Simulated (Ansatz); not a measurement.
A nudged elastic band was laid between two geometries of H$_{3}$InS$_{2}$ (6 atoms, charge 0, multiplicity 1).

Method: RKS PBE/def2-SVP in Ansatz 0.2.0.

```
movable images  : 7
climbing image  : yes
spring          : 5.0 eV/Å²
optimiser       : quadratic models (default)
start path      : through a guess of the saddle point
force threshold : 0.05 eV/Å
iteration limit : 60
end points      : relaxed
```

Image 0:

```xyz
6
Properties=species:S:1:pos:R:3
S -1.859 -0.492 0.168
In 0.391 0.123 -0.512
S 1.917 0.448 1.344
H -2.302 -0.561 -1.119
H 0.891 0.320 -2.155
H 0.963 0.162 2.275
```

Image 8:

```xyz
6
Properties=species:S:1:pos:R:3
S -1.888 -0.472 -0.761
In 0.458 0.151 -0.835
S 1.590 0.375 1.302
H -1.920 -0.517 0.601
H 1.280 0.425 -2.328
H 0.481 0.039 2.021
```

(1) Which bonds break or form, and what moves?

(2) What energy profile does the band end with?

(3) What is the geometry of the highest image?

(4) What are the harmonic wavenumbers there?

Results:

(1) No bond is made or broken. The dihedral H4–S1–In2–S3 goes from -180 to 0°.

(2) The run converged. The highest image is number 4 of 0 to 8, 3.7 kcal/mol above the ends, which have the same energy within 2 meV. A vibrational analysis at the climbing image gives one clearly imaginary mode, 235i cm⁻¹: a first-order saddle point.

```csv
image,path coordinate (Å),energy (kcal/mol),dihedral H4–S1–In2–S3 (°)
0,0.00,0.0,-180
1,0.39,0.5,-159
2,0.77,1.8,-136
3,1.16,3.2,-112
4,1.55,3.7,-90
5,1.96,3.1,-65
6,2.36,1.6,-39
7,2.77,0.4,-16
8,3.18,0.0,0
```

(3) 
```xyz
6
Properties=species:S:1:pos:R:3
S -2.019 0.162 -0.197
In 0.390 0.300 -0.669
S 1.798 0.160 1.302
H -1.979 -1.196 -0.325
H 1.093 0.507 -2.239
H 0.717 0.067 2.128
```

(4) 235i, 84, 262, 315, 336, 367, 445, 612, 643, 1745, 2605, 2615 cm⁻¹.

The run took 81 s on 1 CPU thread of a shared host.
